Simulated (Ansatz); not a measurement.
Frontier orbitals of Cl$_{2}$FHSTi (`[F][Ti]([SH])([Cl])[Cl]`).

```xyz
6

F     0.8853    1.4918    0.4822
Ti    0.4505   -0.1241    0.0206
S    -1.7076   -0.0822   -0.6537
Cl    1.6182   -0.8745   -1.6481
Cl    0.6603   -1.4519    1.7328
H    -1.9067    1.0409    0.0661
```

Total charge 0; spin multiplicity 1. Correlated methods include outer-core shells of Ti, which these sets cover unevenly. Scalar relativity is left out up to krypton. The geometry is a stationary point of PBE0-D4/def2-TZVP. It is one conformer, not always the lowest. Basis def2-TZVPP, Ansatz.

```csv
functional,HOMO (eV),LUMO (eV),gap (eV)
PBE,-7.14,-4.36,2.78
PBE0,-8.36,-3.48,4.88
B3LYP,-8.11,-3.71,4.40
r2SCAN0,-8.57,-3.45,5.12
HSE06 (plane-wave form),-7.97,-3.86,4.11
CAM-B3LYP,-9.63,-2.41,7.22
ωB97X-V,-10.64,-1.36,9.28
ωB97M-V,-10.47,-1.32,9.15
```

Against PBE, PBE0 changes HOMO and LUMO by −1.22 and +0.88 eV, ωB97M-V by −3.32 and +3.05 eV. A gap of 2.78 eV thus becomes 9.15 eV for the same molecule, so an orbital gap means little without its functional.

B3LYP here is the variant with VWN-RPA as its local correlation; programs differ in this.
